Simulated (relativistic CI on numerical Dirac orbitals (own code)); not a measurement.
Sb44+: what numerical and physical settings do to a radial Dirac CI calculation

Reference input:

```
atom Sb  Z=51  charge=44  electrons=7
nucleus A=121  rms_radius_fm=4.6802
hamiltonian dirac-coulomb  breit=on  qed=on  c_scale=1
orbitals kli  potential=per-configuration
slater_scale 1
correlation none
mixing on
grid step=0.0125 r_max=2.9
scf mixing=0.4 start=green max_iterations=150 tolerance=2e-08 node_fill=0.05
configurations
  [He] 2s2 2p3
  [He] 2s 2p4
end
```

Computed lowest total energy -4149.57750 Ha, first excitation 1980215.6 cm⁻¹, 16 SCF steps. Runs with settings changed; * marks those that are bad on purpose (the QED terms keep the true α when c is scaled):

```tsv
Changed	Outcome	Lowest level	ΔE (Ha)	First excitation (cm⁻¹)	SCF steps	Message
QED terms off, SCF tolerance 1e-06, iteration limit 30	converged	2s2.2p3 2P°_3/2	-3.03	1976424.5	14	
end of the grid at 2.03 bohr	converged	2s2.2p3 2P°_3/2	4.73e-11	1980215.6	16	
speed of light × 10	converged	2s2.2p3 4S°_3/2	141	330101.5	16	
Breit term off	converged	2s2.2p3 2P°_3/2	-3.13	2012553.9	16	
SCF tolerance 0.3 *	converged	2s2.2p3 2P°_3/2	-0.00605	1980801.9	6	
grid step 0.002 *	refused				0	the grid has 7441 points, outside 40 to 4096
```
